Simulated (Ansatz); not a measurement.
Nudged elastic band run: H4O2Zn

Input file:

```yaml
crystal:
  periodic: [false, false, false]
  atoms:
    - { symbol: Zn, position_ang: [-0.144371, -0.259423, 0.273797] }
    - { symbol: O, position_ang: [-0.52278, -0.268949, 2.00066] }
    - { symbol: H, position_ang: [-1.367717, 0.133661, 2.235413] }
    - { symbol: O, position_ang: [0.413333, -0.263237, -1.403661] }
    - { symbol: H, position_ang: [-0.238171, -0.559154, -2.051841] }
    - { symbol: H, position_ang: [2.218764, -0.459999, 0.522089] }
    - { symbol: H, position_ang: [2.019042, -0.363498, 1.251345] }
basis:
  gaussian: { orbitals: def2-SVP }
hamiltonian:
  xc: r2scan
neb:
  order_check: false
  images: 9
  f_tol: 0.05
  max_iterations: 60
  final_atoms:
    - { symbol: Zn, position_ang: [1.27540359, -0.11931187, -0.06307787] }
    - { symbol: O, position_ang: [0.0409549, -0.0535584, 1.73844111] }
    - { symbol: H, position_ang: [-0.65457312, -0.22537251, 1.04918663] }
    - { symbol: O, position_ang: [-0.41917563, -0.46838018, -0.64369767] }
    - { symbol: H, position_ang: [-0.68045318, -0.42679056, -1.56877923] }
    - { symbol: H, position_ang: [2.77986814, 0.0834789, 0.00258522] }
    - { symbol: H, position_ang: [0.0360753, -0.83066439, 2.3131438] }
  initial_path:
    images:
      - { positions_ang: [[-0.144371, -0.259423, 0.273797], [-0.52278, -0.268949, 2.00066], [-1.367717, 0.133661, 2.235413], [0.413333, -0.263237, -1.403661], [-0.238171, -0.559154, -2.051841], [2.218764, -0.459999, 0.522089], [2.019042, -0.363498, 1.251345]] }
      - { positions_ang: [[-0.11111519, -0.20402384, 0.21808981], [-0.4206519, -0.21215609, 2.02752573], [-1.28220419, 0.06300307, 2.2797473], [0.34074382, -0.20664725, -1.48183102], [-0.13795433, -0.62915765, -2.06734928], [2.11414029, -0.47701275, 0.53987048], [1.8751415, -0.37460449, 1.31174897]] }
      - { positions_ang: [[-0.07785938, -0.14862469, 0.16238263], [-0.31852379, -0.15536318, 2.05439147], [-1.19669137, -0.00765486, 2.32408161], [0.26815463, -0.1500575, -1.56000104], [-0.03773767, -0.69916129, -2.08285756], [2.00951658, -0.49402651, 0.55765195], [1.73124099, -0.38571097, 1.37215295]] }
      - { positions_ang: [[-0.04460356, -0.09322553, 0.10667544], [-0.21639569, -0.09857027, 2.0812572], [-1.11117856, -0.0783128, 2.36841591], [0.19556545, -0.09346774, -1.63817106], [0.062479, -0.76916494, -2.09836584], [1.90489288, -0.51104026, 0.57543343], [1.58734049, -0.39681746, 1.43255692]] }
      - { positions_ang: [[-0.01134775, -0.03782638, 0.05096825], [-0.11426758, -0.04177736, 2.10812294], [-1.02566575, -0.14897073, 2.41275022], [0.12297626, -0.03687799, -1.71634107], [0.16269567, -0.83916859, -2.11387413], [1.80026917, -0.52805402, 0.5932149], [1.44343998, -0.40792394, 1.49296089]] }
      - { positions_ang: [[0.02190806, 0.01757278, -0.00473894], [-0.01213948, 0.01501556, 2.13498867], [-0.94015294, -0.21962866, 2.45708452], [0.05038708, 0.01971176, -1.79451109], [0.26291233, -0.90917224, -2.12938241], [1.69564546, -0.54506777, 0.61099638], [1.29953948, -0.41903043, 1.55336487]] }
      - { positions_ang: [[0.27260717, -0.00980415, -0.01640672], [-0.0015206, 0.00130077, 2.05567916], [-0.88303697, -0.22077743, 2.17550494], [-0.04352546, -0.07790663, -1.56434841], [0.07423923, -0.8126959, -2.01726177], [1.91249, -0.41935844, 0.48931415], [1.04684664, -0.50135722, 1.70532065]] }
      - { positions_ang: [[0.52330627, -0.03718108, -0.02807451], [0.00909827, -0.01241402, 1.97636965], [-0.82592101, -0.2219262, 1.89392537], [-0.137438, -0.17552502, -1.33418572], [-0.11443387, -0.71621957, -1.90514114], [2.12933453, -0.2936491, 0.36763192], [0.79415381, -0.58368401, 1.85727644]] }
      - { positions_ang: [[0.77400538, -0.06455801, -0.03974229], [0.01971715, -0.02612881, 1.89706013], [-0.76880505, -0.22307497, 1.61234579], [-0.23135055, -0.27314341, -1.10402304], [-0.30310697, -0.61974323, -1.7930205], [2.34617907, -0.16793977, 0.24594969], [0.54146097, -0.6660108, 2.00923223]] }
      - { positions_ang: [[1.02470448, -0.09193494, -0.05141008], [0.03033603, -0.03984361, 1.81775062], [-0.71168908, -0.22422374, 1.33076621], [-0.32526309, -0.37076179, -0.87386036], [-0.49178008, -0.5232669, -1.68089986], [2.5630236, -0.04223043, 0.12426745], [0.28876813, -0.7483376, 2.16118802]] }
      - { positions_ang: [[1.27540359, -0.11931187, -0.06307787], [0.0409549, -0.0535584, 1.73844111], [-0.65457312, -0.22537251, 1.04918663], [-0.41917563, -0.46838018, -0.64369767], [-0.68045318, -0.42679056, -1.56877923], [2.77986814, 0.0834789, 0.00258522], [0.0360753, -0.83066439, 2.3131438]] }
```

Command:

```bash
$ ansatz run input.yaml --threads 2 --pin off --max-ram 3072MiB --backend cpu --events-out ev --progress --plain --runs-dir out
```

Output, in part (warnings, iteration lines, the closing report on the highest movable image, with atoms numbered from 0):

```
NEB end point (image 0): max|allowed force component| = 2.529e-2 eV/Å (the criterion of neb.relax_end_points is 1.000e-2)
NEB end point (image 10): max|allowed force component| = 2.835e-2 eV/Å (the criterion of neb.relax_end_points is 1.000e-2)
NEB iter   1: max|band force component| = 1.805e1 eV/Å  barrier→ = 4.4809 eV  barrier← = 5.1678 eV  Δτ_max = 0.2000 Å  (282 SCF iters)
NEB iter   2: max|band force component| = 5.611e0 eV/Å  barrier→ = 1.1932 eV  barrier← = 1.8801 eV  Δτ_max = 0.1960 Å  (302 SCF iters)
NEB iter   3: max|band force component| = 2.168e0 eV/Å  barrier→ = 0.9177 eV  barrier← = 1.6046 eV  Δτ_max = 0.1960 Å  (284 SCF iters)
NEB iter   4: max|band force component| = 2.404e0 eV/Å  barrier→ = 0.8920 eV  barrier← = 1.5789 eV  Δτ_max = 0.1008 Å  (287 SCF iters)
NEB iter   5: max|band force component| = 1.971e0 eV/Å  barrier→ = 0.6384 eV  barrier← = 1.3253 eV  Δτ_max = 0.0504 Å  (254 SCF iters)
NEB iter   6: max|band force component| = 7.770e-1 eV/Å  barrier→ = 0.5507 eV  barrier← = 1.2376 eV  Δτ_max = 0.1009 Å  (255 SCF iters)
NEB iter   7: max|band force component| = 5.709e-1 eV/Å  barrier→ = 0.5556 eV  barrier← = 1.2425 eV  Δτ_max = 0.0995 Å  (253 SCF iters)
NEB iter   8: max|band force component| = 7.039e-1 eV/Å  barrier→ = 0.5033 eV  barrier← = 1.1902 eV  CI = image 4  Δτ_max = 0.1958 Å  (253 SCF iters)
NEB iter   9: max|band force component| = 1.940e0 eV/Å  barrier→ = 0.8245 eV  barrier← = 1.5114 eV  CI = image 4  Δτ_max = 0.0997 Å  (264 SCF iters)
NEB iter  10: max|band force component| = 5.513e-1 eV/Å  barrier→ = 0.8021 eV  barrier← = 1.4890 eV  CI = image 4  Δτ_max = 0.0740 Å  (252 SCF iters)
NEB iter  11: max|band force component| = 2.159e-1 eV/Å  barrier→ = 0.7589 eV  barrier← = 1.4458 eV  CI = image 4  Δτ_max = 0.0330 Å  (252 SCF iters)
NEB iter  12: max|band force component| = 1.152e-1 eV/Å  barrier→ = 0.7542 eV  barrier← = 1.4411 eV  CI = image 4  Δτ_max = 0.0436 Å  (250 SCF iters)
NEB iter  13: max|band force component| = 4.548e-2 eV/Å  barrier→ = 0.7520 eV  barrier← = 1.4389 eV  CI = image 4  Δτ_max = 0.0000 Å  (474 SCF iters)
Total energy: -52565.45803498 eV, -1931.7449526382 hartree
Atom 0 at     0.294692    -0.190950    -0.006987 Å, force     0.019019    -0.028207     0.036655 eV/Å
Atom 1 at    -0.041780     0.208701     1.853732 Å, force    -0.012368     0.015803    -0.026842 eV/Å
Atom 2 at    -0.719501    -0.260938     2.362838 Å, force     0.009899    -0.005789     0.006449 eV/Å
Atom 3 at    -0.368686    -0.264841    -1.653969 Å, force    -0.045068     0.022508    -0.028787 eV/Å
Atom 4 at     0.267632    -0.544228    -2.323558 Å, force     0.027125    -0.005054     0.011010 eV/Å
Atom 5 at     1.816875    -0.628616     0.971073 Å, force     0.005516     0.000026    -0.017514 eV/Å
Atom 6 at     1.128869    -0.359726     1.624672 Å, force    -0.004123     0.000713     0.019029 eV/Å
Dipole moment:     0.113472    -0.262131     0.147876 e Å
```

It converged. A vibrational analysis at the climbing image gives one clearly imaginary mode, 1038i cm⁻¹: a first-order saddle point. The orbitals stay closed-shell, which can raise the energy where a bond breaks towards radicals; this wasn't checked here.

Final band (atoms are numbered from 1 in the order of the input):

```csv
image,path coordinate (Å),energy (kcal/mol),H6–H7 (Å),Zn1–H6 (Å),O2–H7 (Å)
0,0.00,0.0,0.76,2.38,2.65
1,0.78,0.4,0.76,2.56,2.47
2,1.56,0.5,0.76,3.03,2.53
3,2.34,2.9,0.77,2.53,1.98
4,3.12,17.3,0.99,1.86,1.32
5,3.73,-0.6,1.60,1.59,1.00
6,4.33,-6.8,2.19,1.54,0.97
7,4.94,-9.4,2.70,1.53,0.97
8,5.54,-11.6,3.12,1.53,0.97
9,6.15,-14.1,3.45,1.52,0.97
10,6.75,-15.8,3.70,1.52,0.97
```

Run time: 2.9 min on 2 threads of Intel(R) Xeon(R) Platinum 8488C (Sapphire Rapids), on a shared host, peak memory 0.18 GiB.
